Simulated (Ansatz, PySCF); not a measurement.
Constitutional and geometric isomers with formula CH6Si3. All species are isolated molecules in the gas phase. Strings in code marks are SMILES.

Quantity: electronic energy of isomers of CH6Si3 relative to `C1=[SiH][SiH2][SiH2]1`, in kcal/mol. The restricted reference of `C1[SiH]=[SiH][SiH2]1`, `C1=[SiH][SiH2][SiH2]1`, `[SiH2]=C=[SiH][SiH3]`, `C=[Si]1[SiH2][SiH2]1`, `C[SiH]1[SiH]=[SiH]1` and `C[Si]1=[SiH][SiH2]1` is unstable towards unrestricted orbitals.

Level 1: frozen-core CCSD(T)/cc-pVTZ // PBE0-D3(BJ)/def2-TZVP (Ansatz, a quantum-chemistry and plane-wave program)
Level 2: HSE06/cc-pVTZ // PBE0-D3(BJ)/def2-TZVP (Ansatz)
Level 3: PBE-D3(BJ)/def2-TZVP // PBE0-D3(BJ)/def2-TZVP (PySCF)
Level 4: PBE/cc-pVTZ // PBE0-D3(BJ)/def2-TZVP (Ansatz)

```
species                   level 1  level 2  level 3  level 4
------------------------  -------  -------  -------  -------
`[SiH2]=C=[SiH][SiH3]`       40.6     44.7     41.2     41.2
`[SiH2]=C1[SiH2][SiH2]1`     25.7     26.6     25.0     25.8
`C[SiH]1[SiH]=[SiH]1`        11.5     8.23     8.10     6.78
`C1[SiH]=[SiH][SiH2]1`       0.96    -1.21    -0.57    -1.19
`C[Si]1=[SiH][SiH2]1`        11.5     7.59     7.70     6.18
`C=[Si]1[SiH2][SiH2]1`       25.1     23.3     21.7     20.3
```
